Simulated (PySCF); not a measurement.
C₃H₆FO₂S₂ (doublet state).
Z-matrix (Å and degrees, GFN2-xTB geometry), rows numbered from 1:
```
C 
S   1  1.7088
O   2  1.4402  1  111.93
O   2  1.4321  1  112.22  3   135.98
C   2  1.8912  1  102.28  3  -111.58
S   5  1.7758  2  105.93  1  -176.36
C   6  1.8216  5   99.28  2   -80.01
F   7  1.3615  6  110.34  5   -65.60
H   1  1.0689  2  116.88  3  -171.45
H   1  1.0690  2  117.37  3    32.59
H   5  1.0846  2  109.27  1    63.27
H   5  1.0834  2  107.92  1   -59.79
H   7  1.0912  6  107.62  5   176.38
H   7  1.0938  6  108.97  5    53.63
```

The hyperfine couplings belong to this conformer and change with its torsions.

As a line formula: `[CH2]S(=O)(=O)CSCF` [radical].

Level of theory: UKS B3LYP, pcH-1 on C F H O S, non-relativistic, mean-field spin-orbit, GIAO in PySCF 2.14.0. Geometry: GFN2-xTB, one conformer, isolated molecule. The geometry wasn't refined by DFT: couplings that depend on bond lengths, twists or pyramidal angles can differ widely from those at the functional's own minimum. No stability test was run, so a lower SCF solution isn't excluded.

Give the principal g shifts and their parts.

```csv
Δg (ppm),1,2,3
relativistic mass correction,-146,-146,-146
gauge correction,4,22,25
orbital Zeeman/spin–orbit,161,450,1012
total,19,326,891
```

So g = 2.00234, 2.00265, 2.00321 and g_iso = 2.00273; the tensor is rhombic: the two nearest values differ by 35 % of g3 − g1. 

At 9.657 GHz, how far is the centre of the isotropic spectrum from where a free electron (g = 2.002319) resonates?

B = hν/(g μB) with μB/h = 13.99624 MHz/mT gives 344.59 mT for the free electron and 344.51 mT at g_iso, 0.07 mT lower.

What effective moment and Curie constant follow for a powder?

With the mean of g² = 4.0109 and S(S+1) = 0.75: μ_eff = √(⟨g²⟩S(S+1)) = 1.734 μB and χT = 0.12505·⟨g²⟩·S(S+1) = 0.376 cm³ K/mol (cgs; spin-Hamiltonian part alone).

What are the electron Larmor frequencies g μB B/h along the three axes at 340 mT?

9.5286, 9.5300, 9.5327 GHz for g1, g2 and g3, a range of 4.1 MHz.

In a frozen sample, at which fields do the three g values resonate at 9.5, 34, 94 and 263 GHz (hyperfine left aside), and which band first spreads them over more than twice a line width of 1.0 mT?

```csv
band,GHz,B(g3) mT,B(g2) mT,B(g1) mT,spread mT
X,9.5,338.83,338.93,338.98,0.15
Q,34.0,1212.66,1213.01,1213.19,0.53
W,94.0,3352.66,3353.61,3354.12,1.46
J,263.0,9380.32,9382.97,9384.40,4.08
```

The spread grows in proportion to the frequency. J band is the first where it exceeds 2.0 mT.

The largest Mulliken spin populations are on C1 (+0.98) and S6 (+0.08). C1 is the only atom above +0.15. The angles at C1 add up to 355.3°, so it is nearly planar; its axial dipolar tensor and the negative couplings of its protons fit spin in a p orbital normal to that plane.

The HOMO–LUMO gaps are 7.26 eV among the α and 2.77 eV among the β orbitals.

On one thread, INTEL XEON PLATINUM 8581C at 2.10 GHz (x86_64), no GPU (shared host), this took 78 s wall (grids of density and orbitals included) and 0.97 GiB of memory at its peak.
